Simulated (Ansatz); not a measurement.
A nudged elastic band was laid between two geometries of H4Sn + H5NSi (12 atoms, charge 0, multiplicity 1).

All numbers below come from RKS PBE/def2-SVP (Ansatz 0.2.0).

- movable images: 7
- climbing image: yes
- spring: 5.0 eV/Å²
- optimiser: quadratic models (default)
- start path: through a guess of the saddle point
- force threshold: 0.03 eV/Å
- iteration limit: 60
- end points: relaxed

Image 0:

```xyz
12
Properties=species:S:1:pos:R:3
Sn 0.363 0.084 -0.234
H 0.830 -0.505 1.318
H 1.807 0.260 -1.187
H -0.384 1.632 -0.116
H -0.660 -1.044 -1.045
N -2.371 -0.317 1.588
H -2.974 -0.806 0.919
Si -2.992 1.181 2.273
H -4.205 1.050 3.169
H -1.887 1.794 3.087
H -3.369 2.077 1.125
H -1.991 -1.004 2.248
```

Image 8:

```xyz
12
Properties=species:S:1:pos:R:3
Sn -0.430 0.533 -0.497
H -0.932 -2.385 2.933
H 0.885 1.243 0.366
H -0.988 1.596 -1.751
H -0.048 -1.024 -1.143
N -1.912 0.189 0.914
H -2.550 -0.567 0.638
Si -2.558 1.372 2.030
H -3.099 0.689 3.261
H -1.422 2.284 2.410
H -3.671 2.240 1.483
H -1.107 -1.769 2.502
```

(1) Which bonds break or form, and what moves?

(2) Give the energies along the band, and the barrier.

(3) What is the geometry of the highest image?

Results:

(1) Bonds broken: Sn1–H2, N6–H12. Bonds formed: Sn1–N6, H2–H12. H4Sn + H5NSi becomes H2 + H7NSiSn.

(2) The run converged. The highest image is number 3 of 0 to 8, 162.8 kJ/mol above the first end and 122.4 kJ/mol above the last; the last end lies 40.4 kJ/mol above the first. Neighbouring images differ by up to 1.3 eV, so the band resolves the path poorly. A vibrational analysis at the climbing image gives one clearly imaginary mode, 1317i cm⁻¹: a first-order saddle point. The orbitals stay closed-shell, which can raise the energy where a bond breaks towards radicals; this wasn't checked here.

```tsv
image	path coordinate (Å)	energy (kJ/mol)	Sn1–H2 (Å)	N6–H12 (Å)	Sn1–N6 (Å)
0	0.00	0.0	1.73	1.03	3.31
1	1.42	4.5	1.72	1.02	3.39
2	2.84	35.0	1.74	1.03	3.06
3	4.26	162.8	2.18	1.29	2.29
4	4.97	79.6	2.65	1.87	2.13
5	5.69	46.2	3.25	2.33	2.08
6	6.41	41.5	3.83	2.62	2.08
7	7.12	40.7	4.24	2.64	2.08
8	7.84	40.4	4.53	2.65	2.07
```

(3) 
```xyz
12
Properties=species:S:1:pos:R:3
Sn -0.329 0.102 -0.185
H -0.169 -1.310 1.465
H 1.075 0.867 0.463
H -1.176 1.318 -1.126
H -0.102 -1.253 -1.233
N -2.078 -0.085 1.279
H -2.840 -0.627 0.838
Si -2.661 1.277 2.277
H -3.653 0.796 3.301
H -1.450 1.840 2.963
H -3.309 2.359 1.454
H -1.141 -0.884 1.649
```

Time of the run: 5.7 min on 2 threads of AMD EPYC 7R43 64-Core Processor (Zen 3) (shared host), peak memory 0.16 GiB.
